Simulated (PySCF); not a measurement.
**Molybdenum: a sound run and one with changed settings**

Sound run: Mo⁺ [Kr] 4d5, Mo²⁺ [Kr] 4d4. All numbers are calculated (PySCF 2.14, scalar relativity through the core potential, in cc-pVDZ-PP with ECP28MDF). The sound run starts from symmetry-adapted Hartree-Fock orbitals and uses a fine grid where one is needed.

Changed run: 14 angular points. This setting is unsound on purpose.

```json
{"species": "Mo⁺", "method": "UHF", "sound run (hartree)": "-67.11424", "changed run (hartree)": "-67.11424", "converged": "yes"}
{"species": "Mo⁺", "method": "B3LYP", "sound run (hartree)": "-67.62703", "changed run (hartree)": "-67.62703", "converged": "yes"}
{"species": "Mo⁺", "method": "TPSS", "sound run (hartree)": "-67.59158", "changed run (hartree)": "-67.59158", "converged": "yes"}
{"species": "Mo²⁺", "method": "UHF", "sound run (hartree)": "-66.55778", "changed run (hartree)": "-66.55778", "converged": "yes"}
{"species": "Mo²⁺", "method": "B3LYP", "sound run (hartree)": "-67.03100", "changed run (hartree)": "-67.04361", "converged": "yes"}
{"species": "Mo²⁺", "method": "TPSS", "sound run (hartree)": "-66.99749", "changed run (hartree)": "-67.02383", "converged": "yes"}
```

Ionisation energy of Mo⁺:

| method | sound run (eV) | changed run (eV) |
| --- | --- | --- |
| UHF | 15.142 | 15.142 |
| B3LYP | 16.219 | 15.876 |
| TPSS | 16.166 | 15.449 |

A coarse angular grid integrates products of high-l functions wrongly, so density functionals can shift, and the SCF can exploit the error; Hartree-Fock and MP2 need no grid.

For comparison, NIST gives 16.16 ± 0.12 eV between the lowest levels.
